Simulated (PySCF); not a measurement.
**Computed properties of AlH5OP2, SMILES [PH2][Al]([OH])[PH2]**

Al(OH)(PH2)2 (AlH5OP2), SMILES [OH][Al]([PH2])[PH2]. The structure is a stationary point at B3LYP-D3(BJ)/def2-SVP. The structure was generated by enumeration; whether it is a known compound was not checked. The values are those of a single conformer. All values are computed for the isolated molecule unless a solvent is named; none is compared with measurement here.

**Structure.** All 21 harmonic modes at B3LYP-D3(BJ)/def2-SVP (PySCF) are real, so it is a minimum. With heavy atoms numbered as in [Al:1]([OH:2])([PH2:4])[PH2:7], the shortest bond between them is Al1–O2 at 1.707 Å and the longest Al1–P4 at 2.346 Å.

**Vibrations.** The strongest infrared lines (harmonic, unscaled, degenerate partners summed) lie at 518 cm⁻¹ (168 km/mol, H 83 %, O 9 %), 345 cm⁻¹ (127 km/mol, H 89 %, O 10 %), 3925 cm⁻¹ (94 km/mol, H 94 %). The softest mode is at 64 cm⁻¹ and the zero-point energy is 30.1 kcal/mol.

**Electronic structure.** M06-2X/def2-TZVP (PySCF) places the frontier levels at -7.84 and -0.30 eV, a gap of 7.54 eV, and gives a dipole moment of 1.72 D and a mean polarisability of 85.8 bohr³. PBE/def2-TZVP (PySCF) at the same geometry gives -5.90 and -1.64 eV, so its gap is 3.28 eV narrower. An orbital gap is neither the optical nor the fundamental gap.

**Excitations.** TDDFT-CAM-B3LYP/def2-SVPD (PySCF) has S1 at 5.13 eV (242 nm, f = 0.060, bright); the most intense of the 10 singlets computed lies at 6.60 eV (f = 0.13). T1 (TDA) is at 4.41 eV. TDDFT-PBE/def2-SVPD (PySCF) puts S1 at 4.59 eV. No vertical singlet excitation falls in the visible range (under 3.1 eV).

**NMR.** GIAO shifts at PBE0/pcSseg-1 (PySCF) (non-relativistic, atoms alike by connectivity averaged): ¹H from 1.4 to 3.5 ppm against TMS.
